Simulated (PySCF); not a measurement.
Diatomic cations of B with the alkaline earths

HF with double-zeta basis sets in PySCF, for the lowest determinant that a PBE0 search found; no spin–orbit coupling. De refers to high-spin ground-configuration atoms (the charge goes to the atom of lower measured ionisation energy or higher electron affinity, which is not always the lowest computed limit). A positive dipole points towards B; it is taken about the centre of mass and depends on that origin.

| M | basis | reference | charged atom | state (unpaired electrons) | Re (Å) | ωe (cm⁻¹) | De (eV) | μ (D) |
| --- | --- | --- | --- | --- | --- | --- | --- | --- |
| Be | def2-SVPD | RHF | B+ | singlet (closed shell) | 2.269 | 420 | 1.37 | -3.82 |
| Mg | cc-pVDZ | RHF | Mg+ | singlet (closed shell) | 2.622 | 330 | 0.27 | -2.18 |
| Ca | x2c-SVPall | UHF | Ca+ | triplet (σ ↑, π ↑) | 2.518 | 423 | 0.36 | -7.68 |
| Sr | def2-SVP | UHF | Sr+ | triplet (σ ↑, π ↑) | 2.665 | 397 | 0.37 | -7.16 |

The shortest bond is that of BeB⁺ (2.269 Å), the longest that of SrB⁺ (2.665 Å).

The rows differ in basis set, which adds steps of its own.

The state changes along the series, so neighbouring rows are not always alike in their bonding.

Spin–orbit coupling is left out. For an ion De counts to the pair picked by the measured ionisation energies or electron affinities, which need not be the lowest pair at this level. Where the molecule has an RHF reference, its open-shell atoms are computed with UHF. Hartree–Fock leaves out correlation, which carries a large part of most bond energies and some tenths to 1 eV of ionisation energies. States were picked by a PBE0 search and need not be the measured ground states.
